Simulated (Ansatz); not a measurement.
Consider the ligand exchange at a Ta–Cl bond: `[O]=[Ta]([OH])([Cl])[Cl]` + H–F → `[O]=[Ta]([OH])([F])[Cl]` + HCl.

Program: Ansatz. Geometries: PBE0-D4/def2-TZVP. ΔE: electronic, gas phase. CCSD(T)/CBS adds triple-zeta CCSD(T) − MP2 to the extrapolated MP2 energy (def2 sets, frozen cores). This one scheme is used for every species. Functionals use def2-TZVPP. B3LYP here is the variant with VWN-RPA as its local correlation; programs differ in this. HSE06 is defined as in plane-wave codes. def2 core potentials past Kr. For Ta outer-core shells are correlated without core-valence functions, which leaves a few kJ/mol of doubt a bond. Each species was taken in one conformer, which may not be the lowest.

| level | ΔE (kJ/mol) | difference from CCSD(T)/CBS |
| --- | --- | --- |
| BLYP-D4 | -18.1 | -14.8 |
| r2SCAN-D4 | -14.4 | -11.1 |
| PBE0-D4 | -7.2 | -3.9 |
| B3LYP-D4 | -14.0 | -10.7 |
| r2SCANh-D4 | -12.0 | -8.7 |
| B2PLYP | -12.0 | -8.7 |
| B3LYP | -19.5 | -16.2 |
| r2SCANh | -13.0 | -9.7 |
| HSE06 | -9.6 | -6.3 |
| HF/def2-SVP | -20.4 | -17.1 |
| CCSD/def2-SVP | -23.5 | -20.2 |
| HF/def2-TZVPP | -17.4 | -14.1 |
| CCSD(T)/def2-TZVPP | -7.2 | -3.9 |
| HF/CBS(def2) | -18.1 | -14.8 |
| MP2/CBS(def2) | 8.1 | 11.4 |
| CCSD/CBS(def2) | -6.7 | -3.4 |
| CCSD(T)/CBS | -3.3 | 0 |

Problem. What do rigid-rotor, harmonic-oscillator terms from PBE0-D4/def2-TZVP frequencies (298.15 K, 1 bar) make of the CCSD(T)/CBS value? (Estimate.)

Solution. Ansatz gave: ΔZPE = -4.9 kJ/mol, ΔH = -9.0 kJ/mol, ΔS = 2 J/(mol·K), ΔG = -9.6 kJ/mol.

Largest T1 diagnostic among the species: 0.020.

From PBE to PBE0 (25 % exact exchange), in def2-TZVPP and without D4, ΔE moves by +5.2 kJ/mol. Leaving LDA and LC-ωPBE aside and taking each functional with its dispersion term where it has one, the values, not all of them listed here, spread over 17.9 kJ/mol, from CAM-B3LYP-D4 to PBE-QIDH. LDA lies +3.5 kJ/mol from PBE without D4.
